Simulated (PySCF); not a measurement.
FH3O2SeSi, SMILES F[Si]([SeH])(O)O. Atoms are numbered in the order given.

```xyz
8

O     -1.6037    -1.2206     0.6115
Si    -0.8328     0.0727    -0.0739
O     -1.4873     1.4287     0.6339
F     -1.0981     0.1318    -1.6875
Se     1.4179    -0.1506     0.1818
H     -2.4980    -1.0123     0.9387
H     -1.0436     2.2685     0.4223
H      1.6019    -0.0038    -1.2834
```

Geometry optimised at PBE-D3(BJ)/def2-SVP. This is a generated structure with no PubChem entry under its InChIKey; it may be hypothetical. The values are those of a single conformer.

All values below come from PySCF with PBE-D3(BJ)/def2-SVP.

Frequencies are harmonic and unscaled.

Computed harmonic wavenumbers and intensities:
```
mode  ν (cm⁻¹)  IR (km/mol)   moving atoms (share of kinetic energy)
----  --------  -----------  ---------------------------------------
1           70         16.9                           H 76 %, O 17 %
2          129         74.7                           H 56 %, O 30 %
3          165          8.7                   F 39 %, O 33 %, H 14 %
4          232         14.0  H 45 %, F 21 %, O 15 %, Se 11 %, Si 9 %
5          250         25.4          H 45 %, O 22 %, Se 17 %, F 10 %
6          263         65.0          O 37 %, H 32 %, Se 14 %, Si 9 %
7          312         44.3          O 38 %, F 33 %, Si 15 %, H 14 %
8          332         23.5                           O 49 %, H 35 %
9          444        105.8  Si 52 %, O 18 %, F 12 %, Se 10 %, H 8 %
10         634          8.7                                   H 92 %
11         767        159.1          O 48 %, H 28 %, F 14 %, Si 10 %
12         793        163.8                           H 71 %, O 26 %
13         842        187.6           H 51 %, Si 22 %, F 19 %, O 8 %
14         928        127.9           Si 46 %, O 32 %, F 12 %, H 9 %
15         962        133.8                  Si 46 %, O 31 %, H 15 %
16        2371          3.3                                   H 99 %
17        3744         86.6                                   H 94 %
18        3768         86.4                                   H 94 %
```
